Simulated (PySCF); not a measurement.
**BaS: from constants to spectrum**

PBE0 constants of BaS, ¹Σ⁺ (singlet), closed shell (Ba x2c-TZVPall, S x2c-TZVPall; spin-free X2C with a Gaussian nucleus (PySCF 2.14); masses 137.9052 and 31.9721 u):

* ωe: 389.5 cm⁻¹
* ωexe: 0.799 cm⁻¹
* Be: 0.10432 cm⁻¹
* αe: 0.000304 cm⁻¹
* D (centrifugal): 2.99e-08 cm⁻¹
* De to Ba + S: 4.57 eV

Problem. Give the vibrational terms G(v) and spacings up to v = 6.

Solution. G(v) = ωe(v+½) − ωexe(v+½)².

```csv
v,G(v) (cm⁻¹),G(v) − G(v−1),Bv (cm⁻¹)
0,194.6,,0.1042
1,582.5,387.9,0.1039
2,968.8,386.3,0.1036
3,1353.5,384.7,0.1033
4,1736.6,383.1,0.1030
5,2118.1,381.5,0.1026
6,2498.0,379.9,0.1023
```

A state of this spin cannot dissociate to the ground-state fragments, so its own limit lies higher than the one that De refers to.

Measured values (Huber and Herzberg, Constants of Diatomic Molecules (1979)): ωe = 379.42 cm⁻¹, ωexe = 0.8842 cm⁻¹, Be = 0.10331 cm⁻¹, αe = 0.0003188 cm⁻¹.

These are scalar-relativistic numbers at best; spin–orbit coupling would shift them, the dissociation energy most.
